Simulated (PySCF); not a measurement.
C₃H₅BO, SMILES OB1C=CC1.

Coordinates come from a B3LYP-D3(BJ)/def2-SVP optimisation. This is a generated structure with no PubChem entry under its InChIKey; it may be hypothetical. One conformer was computed; it need not be the lowest.

The numbers are results of TDA-PBE0/def2-SVPD (PySCF), not measurements.

Vertical excitations. The molecule is in vacuum. State labels are in the subgroup Cs.

| state | symmetry | energy (eV) | λ (nm) | f | main pairs |
|---|---|---|---|---|---|
| S1 | A" | 5.80 | 214 | 0.000 | HOMO−1→LUMO 99 % |
| S2 | A' | 6.35 | 195 | 0.118 | HOMO→LUMO 87 % |
| S3 | A" | 6.50 | 191 | 0.002 | HOMO−2→LUMO 98 % |
| S4 | A" | 6.85 | 181 | 0.000 | HOMO→LUMO+1 98 % |
| S5 | A' | 7.28 | 170 | 0.014 | HOMO−1→LUMO+1 97 % |
| S6 | A" | 7.60 | 163 | 0.011 | HOMO→LUMO+2 94 % |
| S7 | A" | 7.73 | 160 | 0.001 | HOMO−4→LUMO 94 % |
| S8 | A' | 8.19 | 151 | 0.040 | HOMO−2→LUMO+1 91 % |
| S9 | A" | 8.24 | 151 | 0.005 | HOMO−1→LUMO+3 91 % |
| S10 | A' | 8.29 | 150 | 0.008 | HOMO−1→LUMO+2 90 % |
| T1 | A' | 3.97 | 312 | 0 | HOMO→LUMO 94 % |
| T2 | A" | 5.42 | 229 | 0 | HOMO−1→LUMO 93 % |
| T3 | A" | 5.76 | 215 | 0 | HOMO−2→LUMO 93 % |
| T4 | A" | 6.77 | 183 | 0 | HOMO→LUMO+1 97 % |
Triplets are in the Tamm–Dancoff approximation.
